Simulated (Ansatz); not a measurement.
C₃H₄, charge -1, doublet, at a GFN2-xTB geometry (a state made from the parent by changing its charge; the spin is typed, not shown lowest) (a gas-phase anion, which may not be bound at this level). Base run: B3LYP/pcseg-1 (Ansatz, a quantum-chemistry and plane-wave program).

Input for Ansatz:
Ansatz 0.2 input:
```yaml
crystal:
  periodic: [false, false, false]
  atoms:
    - {symbol: C, position_ang: [1.24322362, -0.11733483, 0.06798327]}
    - {symbol: C, position_ang: [-0.00318420, 0.40993186, 0.09138401]}
    - {symbol: C, position_ang: [-1.24156856, -0.09573677, -0.11548223]}
    - {symbol: H, position_ang: [1.55199330, -1.00396287, -0.52298740]}
    - {symbol: H, position_ang: [2.09459145, 0.41698877, 0.50205590]}
    - {symbol: H, position_ang: [-2.10217797, 0.55969452, -0.28432890]}
    - {symbol: H, position_ang: [-1.53523195, -1.15388194, 0.04195012]}
basis:
  gaussian:
    orbitals: pcseg-1.json
hamiltonian:
  xc: b3lyp
total_charge: -1
magnetization: {spin_polarized: true, initial_magnetization: 1}
```
The basis file holds pcseg-1 in the JSON format of the Basis Set Exchange.

Each row names what was changed in the base input (with any setting that the change needs).

```json
[
 {"change": "base", "ΔE vs base (kcal/mol)": "0.000"},
 {"change": "final_grid = 4, 8, 17", "ΔE vs base (kcal/mol)": "0.071"},
 {"change": "point_charge = charge:-1.0 position_ang:-4.9689, -1.35, -1.1275", "ΔE vs base (kcal/mol)": "61.61"},
 {"change": "lower_state_search = off", "ΔE vs base (kcal/mol)": "0.000"},
 {"change": "lower_state_search = full", "ΔE vs base (kcal/mol)": "0.000"},
 {"change": "final_grid = 14, 28, 59", "ΔE vs base (kcal/mol)": "0.000"},
 {"change": "final_grid = 6, 12, 29", "ΔE vs base (kcal/mol)": "0.001"},
 {"change": "lower_state_search = light", "ΔE vs base (kcal/mol)": "0.000"},
 {"change": "final_grid = 10, 20, 41", "ΔE vs base (kcal/mol)": "0.000"},
 {"change": "fitting.mean_field = def2-universal-JKFIT", "ΔE vs base (kcal/mol)": "-0.024"},
 {"change": "fitting.mean_field = cc-pVTZ-JKFIT", "ΔE vs base (kcal/mol)": "-0.024"}
]
```

A gas-phase anion may not be bound at this level; its values then depend on the basis.
